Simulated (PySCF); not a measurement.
**From computed data to an observable: entropy of an ideal gas**

Si(Cl)2 cation (Cl2Si), SMILES Cl[Si]Cl (connectivity only; charge and spin as stated), charge +1, multiplicity 2.

Geometry: r2SCAN-D4/def2-TZVP. The spin state was assumed, not searched. The isomer is the one that the SMILES or the coordinates give; other isomers of the formula were not compared.

r2SCAN-D4/def2-TZVP (PySCF 2.14.0) gives the harmonic wavenumbers 185, 549, 718 cm⁻¹ and the rotational temperatures 1.3519, 0.1151, 0.1061 K. The molar mass is 98.99 g/mol, the symmetry number 2, the spin multiplicity 2.

### Question
Work out the entropy at 298.15 K and 1 atm in the rigid-rotor, harmonic-oscillator model.

### Answer

Translation (Sackur–Tetrode at 1 atm): S = R[1.5 ln M + 2.5 ln T − 1.16487] = 166.1 J/(mol K).
Rotation: q = (√π/σ) T^1.5/√(θA θB θC) = 35500, S = R[ln q + 3/2] = 99.6 J/(mol K).
Vibration: with u = 1.4388 ν/T, each mode gives R[u/(e^u − 1) − ln(1 − e^−u)]:
| ν (cm⁻¹) | modes | u | S (J/(mol K)) |
|---|---|---|---|
| 185 | 1 | 0.89 | 9.53 |
| 549 | 1 | 2.65 | 2.29 |
| 718 | 1 | 3.46 | 1.19 |
These are all the modes. Sum 13.0 J/(mol K).
Spin: R ln 2 = 5.8 J/(mol K).
Total 284.4 J/(mol K); the program's own thermochemistry gives 284.4. Translation makes up 58 % and vibration 5 %. Anharmonicity, hindered rotation and orbital degeneracy are left out.
